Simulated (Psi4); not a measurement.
tetraarsenic (As₄), singlet, at a GFN2-xTB geometry; Psi4 with PBE/cc-pVDZ.

Psi4 was given this input:
```
memory 2 GB

molecule mol {
0 1
As   -0.988186    0.085698   -1.072950
As    0.663388    1.292591    0.155566
As    0.992287   -1.019895   -0.332051
As   -0.667489   -0.358394    1.249436
}

set {
  basis cc-pvdz
  reference rks
}

energy('pbe')
print_variables()
```

What the program printed (banner, timings and long lists left out):

```
   => Loading Basis Set <=

    Name: CC-PVDZ
    Role: ORBITAL
    Keyword: BASIS

         ---------------------------------------------------------
                                   SCF
               by Justin Turney, Rob Parrish, Andy Simmonett
                          and Daniel G. A. Smith
                              RKS Reference
         ---------------------------------------------------------

  ==> Geometry <==

    Molecular point group: c1
    Full point group: C1

    Geometry (in Angstrom), charge = 0, multiplicity = 1:

       Center              X                  Y                   Z               Mass
    ------------   -----------------  -----------------  -----------------  -----------------
         AS          -0.988186000000     0.085698000000    -1.072950250000    74.921594570000
         AS           0.663388000000     1.292591000000     0.155565750000    74.921594570000
         AS           0.992287000000    -1.019895000000    -0.332051250000    74.921594570000
         AS          -0.667489000000    -0.358394000000     1.249435750000    74.921594570000

  Running in c1 symmetry.

  Rotational constants: A =      0.03952  B =      0.03952  C =      0.03952 [cm^-1]
  Rotational constants: A =   1184.75341  B =   1184.75336  C =   1184.75274 [MHz]
  Nuclear repulsion = 1449.069145735018083

  Charge       = 0
  Multiplicity = 1
  Electrons    = 132
  Nalpha       = 66
  Nbeta        = 66

  ==> Algorithm <==

  SCF Algorithm Type is DF.
  DIIS enabled.
  MOM disabled.
  Fractional occupation disabled.
  Guess Type is SAD.
  Energy threshold   = 1.00e-06
  Density threshold  = 1.00e-06
  Integral threshold = 1.00e-12

  ==> Primary Basis <==

  Basis Set: CC-PVDZ
    Blend: CC-PVDZ
    Number of shells: 44
    Number of basis functions: 108
    Number of Cartesian functions: 116
    Spherical Harmonics?: true
    Max angular momentum: 2

  ==> DFT Potential <==

   => LibXC <=

    Version 7.1.2
    S. Lehtola, C. Steigemann, M. J. T. Oliveira, and M. A. L. Marques,  SoftwareX 7, 1–5 (2018) (10.1016/j.softx.2017.11.002)

   => Composite Functional: PBE <=

    PBE GGA Exchange-Correlation Functional

    J.P. Perdew et. al., Phys. Rev. Lett., 77(18), 3865-3868, 1996

    Deriv               =              1
    GGA                 =           TRUE
    Meta                =          FALSE

    Exchange Hybrid     =          FALSE
    MP2 Hybrid          =          FALSE

   => Exchange Functionals <=

    1.0000     XC_GGA_X_PBE

   => Correlation Functionals <=

    1.0000     XC_GGA_C_PBE

   => LibXC Density Thresholds  <==

    XC_GGA_C_PBE:  1.00E-12
    XC_GGA_X_PBE:  1.00E-15

   => Molecular Quadrature <=

    Radial Scheme          =       TREUTLER
    Pruning Scheme         =           NONE
    Nuclear Scheme         =       TREUTLER

    Blocking Scheme        =         OCTREE
    BS radius alpha        =              1
    Pruning alpha          =              1
    Radial Points          =             75
    Spherical Points       =            302
    Total Points           =          81593
    Total Blocks           =            679
    Max Points             =            256
    Max Functions          =            108
    Weights Tolerance      =       1.00E-15

   => Loading Basis Set <=

    Name: (CC-PVDZ AUX)
    Role: JKFIT
    Keyword: DF_BASIS_SCF

  ==> Integral Setup <==

  SCF_SUBTYPE=INCORE selected. In-core MEM_DF algorithm will be used.
  Using in-core AOs.

  ==> MemDFJK: Density-Fitted J/K Matrices <==

    J tasked:                   Yes
    K tasked:                    No
    wK tasked:                   No
    Algorithm:                 Core
    Schwarz Cutoff:           1E-12
    Mask sparsity (%):       0.0000
    Fitting Condition:        1E-10

   => Auxiliary Basis Set <=

  Basis Set: (CC-PVDZ AUX)
    Blend: CC-PVDZ-JKFIT
    Number of shells: 188
    Number of basis functions: 684
    Number of Cartesian functions: 836
    Spherical Harmonics?: true
    Max angular momentum: 3

  Minimum eigenvalue in the overlap matrix is 8.9755585499E-03.
  Reciprocal condition number of the overlap matrix is 1.9398967321E-03.
    Using symmetric orthogonalization.

  ==> Pre-Iterations <==

  SCF Guess: Superposition of Atomic Densities via on-the-fly atomic UHF (no occupation information).

   -------------------------
    Irrep   Nso     Nmo
   -------------------------
     A        108     108
   -------------------------
    Total     108     108
   -------------------------

  ==> Iterations <==

                           Total Energy        Delta E     RMS |[F,P]|

   @DF-RKS iter SAD: -8930.43730887523816   -8.93044e+03   0.00000e+00
   @DF-RKS iter   1: -8940.65911691153451   -1.02218e+01   1.76519e-02 ADIIS/DIIS
   @DF-RKS iter   2: -8940.82236400276997   -1.63247e-01   1.73123e-02 ADIIS/DIIS
   @DF-RKS iter   3: -8942.08514601391289   -1.26278e+00   3.23849e-03 ADIIS/DIIS
   @DF-RKS iter   4: -8942.16947777729365   -8.43318e-02   6.54118e-04 ADIIS/DIIS
   @DF-RKS iter   5: -8942.17293093269836   -3.45316e-03   2.06657e-05 DIIS
   @DF-RKS iter   6: -8942.17293512940705   -4.19671e-06   1.68442e-06 DIIS
   @DF-RKS iter   7: -8942.17293507213799    5.72691e-08   2.97754e-06 DIIS
   @DF-RKS iter   8: -8942.17293515502934   -8.28913e-08   1.74079e-07 DIIS
  Energy and wave function converged.

  ==> Post-Iterations <==

   Electrons on quadrature grid:
      Ntotal   =  132.0000157388 ; deviation = 1.574e-05

    Orbital Energies [Eh]
    ---------------------

    Doubly Occupied:

       1A   -424.160460     2A   -424.160459     3A   -424.160459
       4A   -424.160458     5A    -53.242706     6A    -53.242705
       7A    -53.242704     8A    -53.242702     9A    -47.625687
      10A    -47.625687    11A    -47.625686    12A    -47.625684
      13A    -47.625322    14A    -47.625322    15A    -47.625322
      16A    -47.625321    17A    -47.625321    18A    -47.625320
      19A    -47.625319    20A    -47.625319    21A     -6.760847
      22A     -6.760847    23A     -6.760846    24A     -6.760803
      25A     -4.864330    26A     -4.864053    27A     -4.864050
      28A     -4.864048    29A     -4.861278    30A     -4.861274
      31A     -4.861257    32A     -4.861254    33A     -4.861250
      34A     -4.861180    35A     -4.861175    36A     -4.861171
      37A     -1.537015    38A     -1.534676    39A     -1.534654
      40A     -1.534641    41A     -1.534155    42A     -1.534138
      43A     -1.530493    44A     -1.530482    45A     -1.530467
      46A     -1.529610    47A     -1.529593    48A     -1.529586
      49A     -1.529226    50A     -1.529216    51A     -1.529205
      52A     -1.528484    53A     -1.528474    54A     -1.527640
      55A     -1.527633    56A     -1.527620    57A     -0.710398
      58A     -0.489536    59A     -0.489535    60A     -0.489535
      61A     -0.297767    62A     -0.256036    63A     -0.256035
      64A     -0.256035    65A     -0.222974    66A     -0.222973

    Virtual:

      67A     -0.054688    68A     -0.054687    69A     -0.054687
      70A     -0.040898    71A     -0.040897    72A     -0.040897
      73A      0.161928    74A      0.256237    75A      0.256239
      76A      0.256240    77A      0.266923    78A      0.288814
      79A      0.288815    80A      0.291568    81A      0.291569
      82A      0.291569    83A      0.332555    84A      0.332555
      85A      0.332556    86A      0.423990    87A      0.423991
      88A      0.423991    89A      0.441103    90A      0.441103
      91A      0.476370    92A      0.476371    93A      0.476372
      94A      0.544295    95A      0.544296    96A      0.544298
      97A      0.628605    98A      0.628606    99A      0.628607
     100A      0.680368   101A      0.680371   102A      0.812404
     103A      0.902476   104A      0.902477   105A      0.902478
     106A      0.989782   107A      0.989783   108A      0.989790

    Final Occupation by Irrep:
              A
    DOCC [    66 ]
    NA   [    66 ]
    NB   [    66 ]

  @DF-RKS Final Energy: -8942.17293515502934

   => Energetics <=

    Nuclear Repulsion Energy =           1449.0691457350180826
    One-Electron Energy =              -15349.6842249615765468
    Two-Electron Energy =                5289.3182848543747241
    DFT Exchange-Correlation Energy =    -330.8761407828465622
    Empirical Dispersion Energy =           0.0000000000000000
    VV10 Nonlocal Energy =                  0.0000000000000000
    Total Energy =                      -8942.1729351550293359

Computation Completed

Properties will be evaluated at   0.000000,   0.000000,   0.000000 [a0]

Properties computed using the SCF density matrix

 Multipole Moments:

 ------------------------------------------------------------------------------------
     Multipole            Electronic (a.u.)      Nuclear  (a.u.)        Total (a.u.)
 ------------------------------------------------------------------------------------

 L = 1.  Multiply by 2.5417464519 to convert [e a0] to [Debye]
 Dipole X            :          0.0000086            0.0000000            0.0000086
 Dipole Y            :         -0.0000080            0.0000000           -0.0000080
 Dipole Z            :          0.0000010            0.0000000            0.0000010
 Magnitude           :                                                    0.0000118

 ------------------------------------------------------------------------------------

  Variable Map:
  ----------------------------------------------------------------------------
  "CURRENT ENERGY"              =>   -8942.172935155029
  "CURRENT REFERENCE ENERGY"    =>   -8942.172935155029
  "DD SOLVATION ENERGY"         =>       0.000000000000
  "DFT FUNCTIONAL TOTAL ENERGY" =>   -8942.172935155029
  "DFT TOTAL ENERGY"            =>   -8942.172935155029
  "DFT VV10 ENERGY"             =>       0.000000000000
  "DFT XC ENERGY"               =>    -330.876140782847
  "GRID ELECTRONS ALPHA"        =>      66.000007869378
  "GRID ELECTRONS BETA"         =>      66.000007869378
  "GRID ELECTRONS TOTAL"        =>     132.000015738756
  "NUCLEAR REPULSION ENERGY"    =>    1449.069145735018
  "ONE-ELECTRON ENERGY"         =>  -15349.684224961577
  "PCM POLARIZATION ENERGY"     =>       0.000000000000
  "PE ENERGY"                   =>       0.000000000000
  "SCF ITERATION ENERGY"        =>   -8942.172935155029
  "SCF ITERATIONS"              =>       8.000000000000
  "SCF TOTAL ENERGY"            =>   -8942.172935155029
  "TWO-ELECTRON ENERGY"         =>    5289.318284854375
  "XC GRID RADIAL POINTS"       =>      75.000000000000
  "XC GRID SPHERICAL POINTS"    =>     302.000000000000
  "XC GRID TOTAL POINTS"        =>   81593.000000000000

  Array Variable Map:
  ----------------------------------------------------------------------------
  "CURRENT DIPOLE"              =>       0.000008612770 ... 0.000000958618 1 by 3
  "SCF DIPOLE"                  =>       0.000008612770 ... 0.000000958618 1 by 3
  "SCF TOTAL ENERGIES"          =>   -8930.437308875238 ... -8942.172935155029 1 by 9
```
